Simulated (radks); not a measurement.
The nitrogen anion N2-, [He] 2s2 2p5, held by a Watson sphere: a shell of charge +2 at radius R that stands for the Madelung well of a crystal (potential energy -2/R inside, -2/r outside, in hartree with lengths in bohr). Calculated with a radial shooting solver on a logarithmic mesh with Libxc functionals: non-relativistic Kohn-Sham, LDA (Slater exchange, VWN5 correlation), spin-polarised, spherical densities, point nucleus; open shells are filled with parallel spins first. Response by self-consistent Sternheimer equations with the Hartree and adiabatic LDA kernel. The sphere does not respond.

R (bohr),e(2s down) (eV),e(2p up) (eV),e(2p down) (eV),<r> 2p (bohr),sum of <r^2> (bohr^2),X-ray form factor at sin(theta)/lambda = 0.3 1/angstrom,alpha (bohr^3)
2.44,-15.967,-6.448,-5.527,1.874,27.25,3.202,26.74
2.95,-14.633,-5.318,-4.429,2.045,31.53,3.176,42.92
2.98,-14.567,-5.260,-4.372,2.055,31.79,3.176,44.13
3.03,-14.460,-5.165,-4.279,2.072,32.22,3.175,46.20
3.21,-14.099,-4.845,-3.963,2.136,33.80,3.174,54.51
3.29,-13.951,-4.712,-3.831,2.165,34.52,3.174,58.66
3.88,-13.057,-3.905,-3.007,2.400,40.14,3.178,101.2
